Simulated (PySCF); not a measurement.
Field gradients at the hydrogen positions

Compound: C3H11PSi2.
Structure used (PBE0-D3(BJ)/def2-SVP), in Å, numbered top down from 1:
```
atom  x, y, z in Å
C1    -1.5994   -0.0235    1.2362
C2    -1.3201   -0.5021    0.0146
C3    -1.3197   -1.9706   -0.2981
Si4   -0.8240    0.6915   -1.3473
P5     1.2901    0.1170   -1.9437
Si6    2.1595    0.4047    0.1256
H7    -1.8540   -0.6933    2.0672
H8    -1.5859    1.0480    1.4587
H9    -1.5920   -2.5753    0.5805
H10   -0.3257   -2.3003   -0.6463
H11   -2.0255   -2.2055   -1.1119
H12   -0.9159    2.0964   -0.8450
H13   -1.6931    0.5385   -2.5558
H14    1.6521    1.4149   -2.4185
H15    3.6358    0.5932   -0.0107
H16    1.8987   -0.8412    0.9048
H17    1.5875    1.5718    0.8672
```

Level: PBE0/pcSseg-1 (PySCF, non-relativistic); Q(2H) = 0.00286 b; rigid geometry, the same for H and D, with no vibrational averaging.

Question: Rank these positions by the coupling χzz of a deuteron there, largest first.
A. H12 (Si–H hydrogen)
B. H11 (methyl hydrogen)
C. H7 (vinylic hydrogen)
D. H14 (P–H hydrogen)

Answer: C (201 kHz), B (193 kHz), D (116 kHz), A (95 kHz).

Give the electric field gradient Vzz (the principal value of largest size), its asymmetry and the 2H coupling at each hydrogen.

| atom | bonded to | bond length (Å) | Vzz (au) | η | χzz (kHz) |
| --- | --- | --- | --- | --- | --- |
| H7 | C1 | 1.097 | 0.2990 | 0.05 | 201 |
| H8 | C1 | 1.094 | 0.3019 | 0.06 | 203 |
| H9 | C3 | 1.101 | 0.2911 | 0.04 | 196 |
| H10 | C3 | 1.104 | 0.2844 | 0.04 | 191 |
| H11 | C3 | 1.103 | 0.2879 | 0.03 | 193 |
| H12 | Si4 | 1.495 | 0.1407 | 0.03 | 95 |
| H13 | Si4 | 1.496 | 0.1395 | 0.02 | 94 |
| H14 | P5 | 1.429 | 0.1731 | 0.07 | 116 |
| H15 | Si6 | 1.494 | 0.1407 | 0.01 | 95 |
| H16 | Si6 | 1.492 | 0.1427 | 0.03 | 96 |
| H17 | Si6 | 1.496 | 0.1396 | 0.02 | 94 |

Average by the element that carries the hydrogen.

on C: 197 kHz over 5 positions, mean bond length 1.100 Å; on Si: 95 kHz over 5 positions, mean bond length 1.495 Å; on P: 116 kHz over 1 position, mean bond length 1.429 Å.

How does χzz go with the bond length over the 5 C–H bonds?

A straight-line fit has a slope of -12.9 kHz for each 0.01 Å, with a correlation coefficient of -0.99, over lengths from 1.094 to 1.104 Å. The longer bonds have the smaller couplings here.

The structure is a single PBE0-D3(BJ)/def2-SVP conformer in the gas phase; no vibrational or solvent corrections. With so small a basis the couplings can be 20 % off.

These values come from a run that also computed NMR shieldings. Time: 24 s wall. Hardware: an Arm Neoverse V1 with one thread (shared host).
